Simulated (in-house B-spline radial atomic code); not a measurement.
Excitations of As²¹⁺ by several methods

Full response, energies in eV; labels give the largest channel, * marks a mixed state, a dash one above the method's threshold, and an imaginary frequency an unstable closed-shell reference. Computed with a B-spline radial code for spherical atoms: linear response of the closed shell [Ne] 3s2 with each method's own kernel (bare exchange for TDHF, static screening on G0W0 levels for BSE, the adiabatic kernel for functionals); non-relativistic, point nucleus, no spin-orbit coupling, no double excitations, S, P, D and F terms only.

Without relativity these are model numbers for so heavy an element.

| method | 3s → 3p 3P | 3s → 3p 1P | 3s → 3d 3D | α (bohr³) |
| --- | --- | --- | --- | --- |
| TDHF | ? | ? | ? | ? |
| PBE | ? | ? | ? | ? |
| B97-1 | 38.70 | 58.13 | 110.79 | 0.1269 |
| BP86 | 39.58 | 58.53 | 110.23 | 0.1243 |
| wB97X | 39.38 | 58.61 | 110.59 | 0.1247 |

(1) What does PBE give?

(2) What does TDHF give?

Results:

(1) 3s → 3p 3P: 39.50; 3s → 3p 1P: 58.72; 3s → 3d 3D: 110.19; α: 0.1234 (eV, bohr³).

(2) 3s → 3p 3P: 36.62; 3s → 3p 1P: 57.97; 3s → 3d 3D: 113.16; α: 0.1304 (eV, bohr³).
